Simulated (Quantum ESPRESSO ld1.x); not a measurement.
Species: Kr I. Configuration: [Ar] 3d10 4s1.75 4p6 4f0.25 (fractional occupations, a model configuration). Calculated with ld1.x of Quantum ESPRESSO 7.5: scalar-relativistic Kohn-Sham, LDA (Slater exchange, Perdew-Zunger correlation), spin-polarised, spherical densities, point nucleus; open shells are filled with parallel spins first.

Normalised radial functions P(r) = r R(r), r in bohr:

```
   r/bohr * 3d down, o 4f up, + 4f down (the largest magnitude, 1.34, reaches the edge; | marks zero, & curves that meet)
 0.003388 &
  0.00404 &
 0.004817 &
 0.005791 &
 0.006905 &
 0.008234 &
 0.009818 &
  0.01171 &
  0.01396 &
  0.01678 &
  0.02001 &
  0.02386 &
  0.02845 &*
  0.03393 &*
  0.04078 &*
  0.04863 & *
  0.05799 &  *
  0.06915 &    *
  0.08245 &       *
  0.09911 &          *
   0.1182 &              *
   0.1409 &                    *
    0.168 &                          *
   0.2004 &                                  *
   0.2409 &                                         *
   0.2872 &                                                *
   0.3425 &                                                    *
   0.4084 &                                                      *
    0.487 &                                                    *
   0.5807 &                                                *
    0.698 &                                        *
   0.8323 &                               *
   0.9925 &                      *
    1.184 &              *
    1.411 &        *
    1.696 &   *
    2.023 & *
    2.412 &*
    2.876 &
     3.43 &
    4.123 &
    4.916 &
    5.862 &
     6.99 &
    8.335 &
    10.02 &
    11.95 &
    14.25 *&
    16.99 *&
    20.26 * &
    24.15 *   &
    29.03 *     +o
    34.62 *       +o
    41.28 *        &
    49.23 *     &
     58.7 *  &
    70.56 *&
    84.14 &
    100.3 &
```

3d down: eigenvalue -84.678 eV, 0 radial nodes, <r> = 0.556 bohr, 90 % of the charge inside 0.911 bohr. 4f up: eigenvalue -0.186 eV, 0 radial nodes, <r> = 39.1 bohr, 90 % of the charge inside 50.5 bohr. 4f down (empty): eigenvalue -0.169 eV, 0 radial nodes, <r> = 39.6 bohr, 90 % of the charge inside 51.3 bohr.
